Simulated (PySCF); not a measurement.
**Static response to an electric field**

BH6N2P.
Geometry (PBE0-D3(BJ)/def2-SVP, Å), atoms numbered from 1 in this order:
```
atom  x, y, z in Å
N1    -0.652    1.332   -0.141
B2    -0.108    0.029   -0.108
N3    -0.921   -1.127   -0.100
P4     1.832   -0.184   -0.210
H5    -1.645    1.521   -0.187
H6    -0.084    2.165   -0.152
H7    -1.931   -1.099   -0.141
H8    -0.545   -2.063   -0.085
H9     1.936   -1.214    0.773
H10    2.160    0.857    0.712
```

Level: wB97X-D/def2-SVPD (PySCF), static field, nuclei fixed, core orbitals frozen in the response. The polarisability tensor in these axes (au):

```
x   68.66 -0.72  0.34
y   -0.72 61.99 -0.25
z    0.34 -0.25 48.98
```

Question: Give the principal values, the mean and the anisotropy Δα = √{½[(α1 − α2)² + (α2 − α3)² + (α1 − α3)²]}.

Answer: Principal values 48.97, 61.91 and 68.74 au; mean 59.88 au = 8.87 Å³ = 9.87 × 10⁻⁴⁰ C²·m²/J; Δα = 17.39 au (29 % of the mean).

Question: What is the dipole moment, and where does it point?

Answer: (-2.40, 0.28, 0.51) D, 2.47 D in size, pointing from the negative to the positive side. Measured along this direction, the outermost atoms are H9, H10 and P4 at the negative end and H5 and H7 at the positive end.

Question: What depolarisation ratio follows for Rayleigh scattering of linearly polarised light, taking the static tensor?

Answer: ρ = 3Δα²/(45ᾱ² + 4Δα²) = 907.7/(161328 + 1210.3) = 0.00558.

Question: Find the Langevin capture rate constant for H3+ (3.023 u) meeting this molecule (76.036 u), k = 2.342 × 10⁻⁹ cm³/s × √(α in Å³ / reduced mass in u).

Answer: The reduced mass is 2.91 u, so k = 4.09 × 10⁻⁹ cm³/s. The formula leaves out the permanent dipole, which adds to the capture rate.

Question: Refractivity n − 1 of an ideal gas of it at 500 K and 1 atm, from the electronic α?

Answer: N = p/kT = 1.4678 × 10¹⁹ cm⁻³, so n − 1 = 2π × N × 8.87 × 10⁻²⁴ cm³ = 818 × 10⁻⁶ at long wavelengths, for an ideal gas.

Question: Along which axes do the principal values lie, and how far do the nuclei extend along each?

Answer: Largest value along (0.99, -0.11, 0.02), where the nuclei span 3.87 Å; middle along (0.11, 0.99, -0.02), 4.25 Å; least along (-0.02, 0.02, 1.00), 0.96 Å. The strongest response doesn't lie along the longest of the three spans.

Question: Give the eigenvalues of the traceless quadrupole moment Θ = ½Σq(3rr − r²1), origin at the centre of nuclear charge.

Answer: -8.96, 1.86, 7.10 D·Å. The values depend on the origin, since the dipole doesn't vanish. The electronic extent ⟨r²⟩ about the same centre is 450 bohr², a root-mean-square distance of 1.77 Å for the 40 electrons.

One conformer (not necessarily the lowest) at the PBE0-D3(BJ)/def2-SVP geometry, without solvent, vibrations or thermal averaging.

These values come from a run that also computed excited states and ΔSCF ions. Hardware: one thread, Arm Neoverse V2 (shared host). Cost: 46 s of wall time.
